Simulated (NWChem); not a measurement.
C2H2F3O2 cation; SMILES FC(F)(C(=O)[OH2+])F

```xyz
9

O     -1.3213    -1.4686    -0.0122
C     -0.3630    -0.8352    -0.0242
O      0.9971    -1.5997     0.0159
C     -0.0341     0.6851     0.0025
F      0.0284     1.0627     1.2521
F      1.1487     0.8495    -0.5825
F     -0.9640     1.3156    -0.6465
H      0.9562    -2.5759    -0.0771
H      1.8172    -1.1839    -0.3273
```
Atoms are numbered in this order, from 1.

Results from NWChem. Pople sets run with spherical d functions. STO-3G and 3-21G are far too small for this property and stand as cheap habits. The geometry was optimised at PBE0/def2-SVP. Field at 589 nm.

For level B3LYP/6-31G*:

```
Property                          Value
--------------------------------  -----
isotropic polarisability (bohr³)   27.9
```

Problem. Estimate the same quantities for level B3LYP/STO-3G.

Solution. isotropic polarisability (bohr³): 18.7
